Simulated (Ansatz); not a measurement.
Abridged output of a molecular run in Ansatz:

```
Functional definition: HF
2073 factors; integrals over basis functions are off by at most 1.3e-3 eV
mean field evaluation 1: about -25261.4714 eV, gradient 5.8e1 eV
mean field evaluation 2: about -25261.7654 eV, gradient 5.8e1 eV
mean field evaluation 4: about -25268.1958 eV, gradient 4.2e0 eV
mean field evaluation 8: about -25268.2774 eV, gradient 2.7e-1 eV
mean field -25268.27771999 eV, -928.5920787557 hartree, gradient 2.4e-6 eV, S^2 0.000000; 0 other end points of the search recorded, 0 dependent functions left out
15 core orbitals not correlated: weight in the atoms' cores, before any rotation towards them, 1.000 or more for the frozen orbitals, at most 0.000 for the correlated occupied ones
reference -25268.27771999 eV, -928.5920787557 hartree; 22, 22 occupied and 314, 314 virtual orbitals, 2073 factors
second order -36.51618286 eV of doubles, -0.00000000 eV of singles
cycle   1  -36.84866897 eV  change   -3.3e-1 eV  update   1.2e-1
cycle   2  -37.59366942 eV  change   -7.5e-1 eV  update   3.3e-2
cycle   3  -37.75717886 eV  change   -1.6e-1 eV  update   1.6e-2
cycle   4  -37.74076384 eV  change    1.6e-2 eV  update   3.4e-3
cycle   5  -37.73865687 eV  change    2.1e-3 eV  update   1.4e-3
cycle   6  -37.73943208 eV  change   -7.8e-4 eV  update   4.1e-4
cycle   7  -37.73921794 eV  change    2.1e-4 eV  update   1.5e-4
cycle   8  -37.73911720 eV  change    1.0e-4 eV  update   4.7e-5
cycle   9  -37.73912784 eV  change   -1.1e-5 eV  update   1.9e-5
perturbative correction -1.30039003 eV, -0.0477884521 hartree
Total energy: -25307.31723785 eV, -930.0267545754 hartree
```

Its atoms:

```xyz
15

N    -0.626   -0.562    1.658
Si    0.174    0.944    1.355
C     0.129    1.262   -0.491
Si   -0.177   -0.261   -1.479
N     0.826   -1.555   -1.076
F    -1.739   -0.581   -1.321
F     0.031   -0.007   -3.037
H    -0.532   -0.980    2.572
H    -1.572   -0.679    1.323
H    -0.409    2.120    2.067
H     1.568    0.769    1.840
H    -0.651    1.994   -0.720
H     1.086    1.697   -0.793
H     1.106   -2.237   -1.760
H     0.785   -1.924   -0.139
```

Question: Which basis set was used?
A. def2-SVPD
B. cc-pV(D+d)Z
C. def2-TZVPP
D. def2-SVP

Answer: C. It gives 351 functions.

Question: Write the keys of the input that set method, charge and spin (a neutral closed shell needs none for the last two).

Answer: 
```yaml
correlation: {method: ccsd_t}
```
